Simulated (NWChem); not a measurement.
C$_{5}$H$_{3}$F; SMILES C#CC=C=CF

```xyz
9

C     -0.6924     2.8964     0.0747
C     -0.0293     1.8953    -0.0749
C      0.7866     0.7422    -0.2699
C      0.4463    -0.4803     0.0879
C      0.1337    -1.6841     0.4786
F     -0.5251    -2.5686    -0.3069
H     -1.2922     3.7669     0.2137
H      1.7541     0.9062    -0.7509
H      0.3682    -2.0942     1.4570
```
Atoms are numbered in this order, from 1.

Computed with NWChem. Geometry optimised at B3LYP/6-31G*; all other runs use it. Pople sets run with spherical d functions.

| quantity | level | value |
|---|---|---|
| vertical, lowest excitation, singlet (eV) | PBE0/def2-SVPD, TDA | (withheld) |
| anisotropy (bohr³), static | PBE0/def2-SVPD | 64.3 |
| −ε(HOMO) (eV) | PBE0/def2-SVP | 7.50 |
| dipole in solution (D) in water | B3LYP/6-31G*, SMD | (withheld) |
| dipole (D) | B3LYP/6-31G* | (withheld) |
| highest harmonic frequency (cm⁻¹) | B3LYP/6-31G* | 3496 |

**Question.** Fill in the missing entries.

**Answer.** 
- vertical, lowest excitation, singlet (eV), value: 4.51
- dipole in solution (D) in water, value: 1.73
- dipole (D), value: 1.42
